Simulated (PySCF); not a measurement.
C3H3F4, SMILES FC(C[C](F)F)F, multiplicity 2. Atoms are numbered in the order given.

```xyz
10

F      2.2932    -0.8609    -0.2785
C      1.2437    -0.0450    -0.2198
F      1.5643     1.0800     0.4297
C     -0.0209    -0.6819     0.2416
C     -1.2023     0.2618     0.1813
F     -1.4289     0.6326    -1.1056
F     -2.3084    -0.3842     0.6321
H     -0.2433    -1.5580    -0.3868
H      0.0970    -1.0351     1.2854
H     -1.0589     1.1771     0.7838
```
Charge 0, spin multiplicity 2.

Geometry: r2SCAN-D4/def2-SVP. The isomer is the one that the SMILES or the coordinates give; other isomers of the formula were not compared. Other conformers were not sampled.

All values below come from B3LYP/def2-TZVP run with PySCF.

ESP charges are fitted to the potential on shells at 1.4 to 2.0 van der Waals radii. Atomic charges (e):

| atom | ESP fit | meta-Löwdin | Mulliken | Löwdin | Mulliken spin |
|---|---|---|---|---|---|
| F1 | -0.11 | -0.24 | -0.17 | 0.20 | 0.06 |
| C2 | 0.17 | ? | 0.28 | -0.43 | 0.87 |
| F3 | -0.11 | -0.25 | -0.18 | 0.19 | 0.06 |
| C4 | -0.34 | ? | -0.16 | -0.25 | -0.05 |
| C5 | 0.38 | 0.48 | 0.30 | -0.46 | 0.00 |
| F6 | -0.21 | -0.30 | -0.20 | 0.15 | 0.00 |
| F7 | -0.23 | -0.30 | -0.20 | 0.15 | 0.00 |
| H8 | 0.19 | ? | 0.13 | 0.16 | 0.00 |
| H9 | 0.18 | ? | 0.12 | 0.16 | 0.06 |
| H10 | 0.09 | 0.12 | 0.08 | 0.13 | 0.00 |

Task: Fill in the missing entries. (The exact figures need the calculation; the answer reports its results.)

Result: 
- C2, meta-Löwdin: 0.47
- C4, meta-Löwdin: -0.25
- H8, meta-Löwdin: 0.15
- H9, meta-Löwdin: 0.13

Computed Mayer and Wiberg (Löwdin basis) orders of the bonds:
```tsv
bond	Mayer	Wiberg
F1–C2	1.10	1.85
C2–F3	1.07	1.82
C2–C4	0.94	1.31
C4–C5	0.98	1.20
C5–F6	1.06	1.72
C5–F7	1.06	1.72
C4–H8	0.94	0.82
C4–H9	0.91	0.81
C5–H10	0.98	0.87
```
